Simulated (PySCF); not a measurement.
Species: C8H8.
InChI=1S/C8H8/c1-8-6-4-2-3-5-7-8/h2-7H,1H2

Method used: PBE0/def2-SV(P) geometry optimisation, gas phase (PySCF).

Masses are those of the commonest isotopes; rigid-rotor values at the optimised geometry. 

Question: What are A, B and C (MHz)?

Answer: Ia = 136.95, Ib = 253.38, Ic = 390.34 u·Å²; 505379 MHz·u·Å²/I gives A = 3690, B = 1995, C = 1295 MHz.

Question: What kind of rotor is it?

Answer: An asymmetric top; Ray's κ = -0.416.

Question: What does the inertial defect say?

Answer: Planar: Δ = Ic − Ia − Ib = 0.00 u·Å². For a rigid frame Δ = −2 Σ m c², so it vanishes when all atoms lie in the ab plane; here none is more than 0.01 Å from it.

Question: Give the coordinates in the principal-axis frame, origin at the centre of mass.

Answer: The sense of each axis is arbitrary; atoms in the order of the calculation.
```
atom  mass (u)   a (Å)   b (Å)  c (Å)
  C1    12.000  -2.655   0.000  0.000
  C2    12.000  -1.297   0.000  0.000
  C3    12.000  -0.588  -1.280  0.000
  C4    12.000   0.737  -1.565  0.000
  C5    12.000   1.879  -0.678  0.000
  C6    12.000   1.879   0.678  0.000
  C7    12.000   0.738   1.565  0.000
  C8    12.000  -0.587   1.280  0.000
  H9     1.008  -3.224   0.936  0.000
 H10     1.008  -3.224  -0.935  0.000
 H11     1.008  -1.258  -2.148  0.000
 H12     1.008   0.989  -2.632  0.000
 H13     1.008   2.856  -1.174  0.000
 H14     1.008   2.857   1.173  0.000
 H15     1.008   0.990   2.632  0.000
 H16     1.008  -1.257   2.149  0.000
```

Question: List the rotational levels J(Ka,Kc) to J = 2 (MHz).

Answer: Above 0(0,0):
J = 1: 1(0,1) 3289, 1(1,1) 4985, 1(1,0) 5685
J = 2: 2(0,2) 9692, 2(1,2) 10863, 2(1,1) 12963, 2(2,1) 18050, 2(2,0) 18225
The levels of one J sum to (2J + 1)J(J + 1)(A + B + C)/3.

Question: Predict some low-J microwave lines.

Answer: The dipole components are |μa| = 0.73 D, |μb| = 0.00 D, |μc| = 0.00 D; the symmetry axis of this C2v structure is a, so μb and μc vanish by symmetry and there are no b-type or c-type lines. Some lines, for components of 0.1 D or more:

```tsv
type	branch	J(Ka,Kc)	MHz	lower level (cm⁻¹)
a	Q	1(1,0) ← 1(1,1)	700	0.166
a	R	1(0,1) ← 0(0,0)	3289	0.000
a	Q	3(1,2) ← 3(1,3)	4170	0.653
a	R	2(0,2) ← 1(0,1)	6403	0.110
a	Q	5(1,4) ← 5(1,5)	9785	1.508
a	R	3(2,1) ← 2(2,0)	10508	0.608
a	R	4(1,4) ← 3(1,3)	11475	0.653
a	R	4(3,1) ← 3(3,0)	13603	1.277
a	R	5(2,4) ← 4(2,3)	16058	1.365
a	R	5(3,3) ← 4(3,2)	16813	1.724
a	R	5(3,2) ← 4(3,1)	17332	1.730
a	R	5(2,3) ← 4(2,2)	18131	1.437
```

No frequency check. Constants of a rigid frame at the computed geometry: no zero-point averaging, no centrifugal distortion.
